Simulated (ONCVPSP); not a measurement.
**Ge, ONCV: configuration errors across variants**

- Element: Ge (Z = 32)
- Generator: ONCVPSP 4.0.1
- Type: optimised norm-conserving Vanderbilt (ONCV)
- Functional: PBE
- Relativity: fully relativistic
- Frozen core: [Ar] 3d10
- Valence charge: 4
- Reference configuration: 4s2 4p2
- Partial waves: 4s: rc 1.60 bohr, ncon 4, nbas 8, qcut 3.6 1/bohr, 2 projectors, debl 1 Ha; 4p: rc 2.40 bohr, ncon 4, nbas 7, qcut 3.8 1/bohr, 3 projectors, debl 1.3 Ha; d scattering state at 0.13 Ha: rc 1.85 bohr, ncon 3, nbas 6, qcut 4.8 1/bohr, 1 projector
- Local potential: polynomial inside 1.40 bohr (lpopt 4, dvloc0 0 Ha)
- Core correction: none

Open shells are filled in proportion to 2j + 1.

All-electron excitation energies from the reference (eV): (1) 4s2 4p1 7.446; (2) 4s2 4p0 22.889; (3) 4s1 4p0 57.680; (4) 4s2 4p1.5 2.803.

Errors AE − PS in meV (a dash: test not solved or not reliable):

```
      change   (1)  (2)  (3)   (4)  bound ghosts  GHOST(+) flags above zero
        base  -3.6  -15  +56  -0.6          none                          s
s: debl 0.45  -3.6  -15  +56  -0.6          none                          s
s: debl 0.65  -3.6  -15  +56  -0.6          none                       none
s: debl 1.25  -3.6  -15  +56  -0.6          none                          s
s: debl 2.25  -3.5  -15  +56  -0.6          none                          s
```

Q: Give the same row for: s: debl 3.7.

A: -3.5, -15, +57, -0.6; bound ghosts: none; GHOST(+) flags above zero: s.
